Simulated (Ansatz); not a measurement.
Process, species as SMILES: CO (CH4O) [methanol] -> [CH3] (CH3) + [OH] (HO) (the C-O bond at the site shown breaks; other sites are not compared here)
Each molecule is optimised on its own at B3LYP-D3(BJ)/def2-TZVP (Ansatz, a program for electronic structure).

Quantity: bond dissociation energy (electronic energy difference), in kcal/mol. Correlated levels leave the core frozen unless marked. Open shells are spin-unrestricted. No spin-orbit coupling. Non-relativistic. Basis-set limits of correlation are two-point, X^-3; Hartree-Fock from the larger set.

| level | program | bond dissociation energy (kcal/mol) |
|---|---|---|
| B3LYP-D3(BJ)/def2-TZVPD | Ansatz + dftd3 | 94.3 |
| PBE0-D4/def2-TZVPD | Ansatz + dftd4 | 96.2 |
| PBE0/def2-TZVPD | Ansatz | 95.7 |
| BHLYP/def2-TZVPD | Ansatz | ___ |
| B2GP-PLYP/def2-TZVPD | Ansatz | 95.7 |
| RPA@PBE/cc-pVQZ | Ansatz | 91.9 |
| CCSD(T)/CBS(cc-pVTZ,cc-pVQZ) | Ansatz | ___ |

Some entries are withheld; supply them.


- BHLYP/def2-TZVPD, bond dissociation energy (kcal/mol): 87.6
- CCSD(T)/CBS(cc-pVTZ,cc-pVQZ), bond dissociation energy (kcal/mol): 98.4
